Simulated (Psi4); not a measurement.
GaI₃, singlet, at a GFN2-xTB geometry (such geometries of metal compounds can be far from the true shape) (core potentials on I). Base run: Psi4 1.11 with PBE0/def2-SV(P).

Here is a job for Psi4.
```
memory 2 GB

molecule mol {
0 1
  Ga    0.000000    0.000000   -0.000000
  I    -2.059714   -1.430075   -0.046663
  I     0.015673    2.214894   -1.176313
  I     2.044041   -0.784819    1.222976
}

set basis def2-sv(p)
set reference rks

energy('pbe0')
print_variables()
```

Each row names what was changed in the base input (with any setting that the change needs).

```csv
change,ΔE vs base (µEh),SCF cycles,grid points,basis functions
base,0.0,9,83004,110
scf_type = out_of_core,-6.5,9,83004,110
cholesky_tolerance = 1e-3 (with scf_type cd),[?],9,83004,110
level_shift = 0.3,0.0,10,83004,110
guess = modhuckel,0.0,10,83004,110
diis_max_vecs = 15,0.0,9,83004,110
scf_type = mem_df,0.0,9,83004,110
dft_pruning_scheme = treutler,-6.1,9,73110,110
soscf = true,0.0,7,83004,110
dft_pruning_scheme = robust,0.0,9,76014,110
df_basis_scf = def2-universal-jkfit,0.0,9,83004,110
guess = core,0.0,13,83004,110
damping_percentage = 20,-0.7,20,83004,110
```

**Question.** What belongs in the gaps?

**Answer.** 
- cholesky_tolerance = 1e-3 (with scf_type cd), ΔE vs base (µEh): 5401
